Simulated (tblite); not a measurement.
Input of a run (GFN2-xTB geometry optimisation, gas phase (tblite 0.8.0)), started from a force field or distance geometry:
```
{"job": {"kind": "relax", "xc": "GFN2-xTB", "basis": "xTB"}, "charge": 0, "multiplicity": 1}
C     -2.466500     1.010100    -0.041800
Si    -1.625100    -0.308600     0.908500
C      0.085600    -0.493700     0.164700
C      0.799200    -1.560000    -0.351300
C      2.050200    -1.074500    -0.780000
C      2.027400     0.275800    -0.537400
C      2.997500     1.295500    -0.766700
N      3.806600     2.112000    -0.955900
O      0.859100     0.638700     0.035300
H     -2.550700     0.753900    -1.097800
H     -1.947300     1.965300     0.034000
H     -3.496400     1.167300     0.331800
H     -1.514100     0.047900     2.365500
H     -2.344800    -1.604000     0.794200
H      0.453100    -2.585200    -0.379100
H      2.858600    -1.631600    -1.222000
```

Output (eV, eV/Å):
```
step      E/eV     max force
  0    -682.16124    2.223
  1    -682.18548    5.414
  2    -682.24410    1.777
  3    -682.27767    0.608
  4    -682.28289    0.269
  5    -682.28661    0.302
  6    -682.29093    0.150
  7    -682.29269    0.111
  8    -682.29504    0.153
  9    -682.29729    0.186
 10    -682.29954    0.140
 11    -682.30084    0.088
 12    -682.30135    0.048
 13    -682.30153    0.034
 14    -682.30164    0.028
 15    -682.30173    0.022
 16    -682.30179    0.021
 17    -682.30185    0.022
 18    -682.30191    0.019
 19    -682.30198    0.020
 20    -682.30204    0.019
 21    -682.30209    0.018
 22    -682.30214    0.019
 23    -682.30218    0.020
 24    -682.30223    0.019
 25    -682.30228    0.018
 26    -682.30233    0.018
 27    -682.30237    0.014
 28    -682.30240    0.013
 29    -682.30243    0.018
 30    -682.30247    0.021
 31    -682.30252    0.017
 32    -682.30257    0.015
 33    -682.30261    0.020
 34    -682.30266    0.022
 35    -682.30272    0.023
 36    -682.30278    0.023
 37    -682.30284    0.026
 38    -682.30290    0.021
 39    -682.30294    0.018
 40    -682.30298    0.016
 41    -682.30302    0.015
 42    -682.30306    0.017
 43    -682.30310    0.023
 44    -682.30315    0.019
 45    -682.30320    0.016
 46    -682.30323    0.012
 47    -682.30325    0.012
 48    -682.30326    0.010
```

**Question.** Summarise the run.

**Answer.** The energy falls by 0.142 eV over 48 L-BFGS steps, the largest force on an atom goes from 2.22 to 0.010 eV/Å, and the atoms move by 0.057 Å rms after alignment. The bond that changes most is C1–Si2 (Si-methyl carbon to SiH2 silicon), which lengthens by 0.065 Å. Bonds longer at the end by more than 0.005 Å: 3 of 16; shorter: 9. Among the angles that change most is C7–C6–O9, from 117.7° to 120.7°. The energy never rose by more than 1e-5 eV on the way. The first step brought 17 % of the lowering.

**Question.** What are the final bond lengths?

**Answer.** C1–Si2 1.896 Å, Si2–C3 1.884 Å, C3–C4 1.374 Å, C4–C5 1.404 Å, C5–C6 1.378 Å, C6–C7 1.401 Å, C7≡N8 1.148 Å, C6–O9 1.351 Å, C3–O9 1.345 Å, C1–H10 1.087 Å, C1–H11 1.087 Å, C1–H12 1.086 Å, Si2–H13 1.467 Å, Si2–H14 1.465 Å, C4–H15 1.071 Å, C5–H16 1.071 Å. Numbering counts from 1 in the input's order; the species is `o1c([SiH2]C)ccc1C#N`.

Hardware: one thread, Arm Neoverse N1 (aarch64), shared host with 64 logical CPUs at a one-minute load of 54. Cost: 0.54 s wall.

Its GFN2-xTB frequencies are all real (lowest 16 cm⁻¹). One conformer, not necessarily the lowest.

Conformer computed: `[CH3:1][SiH2:2][c:3]1[cH:4][cH:5][c:6]([C:7]#[N:8])[o:9]1`: C1–Si2–C3–C4 -128°.
